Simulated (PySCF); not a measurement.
Labels have come off several samples. The candidates:

A. `C=C[Si@@H](N=C)C(F)(F)F`
B. SMILES Cc1cccc(C)c1
C. `C/N=C\C#CCN`
D. SMILES CC(=O)CC(C)=O

Spectrum 1. 1H NMR (500 MHz, computed): δ 3.55 (s, 2H), 2.31 (s, 6H). 13C{1H} NMR (computed): δ 205.1 (C), 66.4 (CH2), 31.2 (CH3).

Spectrum 2. 1H NMR (500 MHz, computed): δ 9.02 (m, 1H), 9.01 (m, 1H), 6.73 (m, 1H), 6.60 (m, 1H), 5.97 (m, 1H), 5.31 (m, 1H). 13C{1H} NMR (computed): δ 179.7 (CH2), 146.3 (CH2), 138.4 (C), 136.8 (CH).

Spectrum 3. 1H NMR (500 MHz, computed): δ 7.47 (t, 1H), 7.31 (s, 1H), 7.26 (d, 2H), 2.47 (s, 6H). 13C{1H} NMR (computed): δ 143.4 (C), 134.5 (CH), 134.1 (CH), 131.2 (CH), 24.2 (CH3).

Spectrum 4. 1H NMR (500 MHz, computed): δ 7.71 (s, 1H), 3.86 (s, 3H), 3.76 (s, 2H), 0.90 (br s, 2H). 13C{1H} NMR (computed): δ 147.0 (CH), 107.4 (C), 80.3 (C), 46.8 (CH3), 36.1 (CH2).

PySCF 2.14.0 with density-fitted response routines calculation with PBE0/pcSseg-1 with gauge-including orbitals and coordinates at the GFN2-xTB level; fast rotation and ring inversion assumed for equivalent nuclei, isolated molecule, no relativistic terms, single conformer.

δ = σ(ref) − σ, references computed at the same level: 1H, 13C vs TMS. Splittings of carbon signals by F and P are missing where no couplings were computed. Where no couplings were computed, multiplicities follow the n + 1 count of equivalent neighbours, and m marks all less simple cases (inequivalent or close neighbours, rings, F or P nearby). Shifts are as computed. Against solution values, carbons near 30 ppm lie about +3 ppm off and those near 130 ppm about +5 ppm. Of 1211 compounds with measured shifts, 218 miss one by over three times the rms of a fit or turn the order of signals round; such compounds aren't used in these exercises. OH and NH positions are gas-phase values without hydrogen bonding to other molecules.

Which spectrum belongs to which compound?

## Answers

1–D, 2–A, 3–B, 4–C.

- Spectrum 1 (D): 3 13C signals; δC 205.1 is a ketone carbonyl carbon; δC 31.2 is a methyl carbon α to a carbonyl.
- Spectrum 2 (A): 4 13C signals; δC 146.3 is a terminal =CH2 carbon; δC 138.4 is a CF3 carbon.
- Spectrum 3 (B): 5 13C signals; δC 134.5 is an aromatic CH; δC 134.1 is an aromatic CH.
- Spectrum 4 (C): 5 13C signals; δC 80.3 is an alkyne carbon; δC 46.8 is a methyl carbon bonded to N.
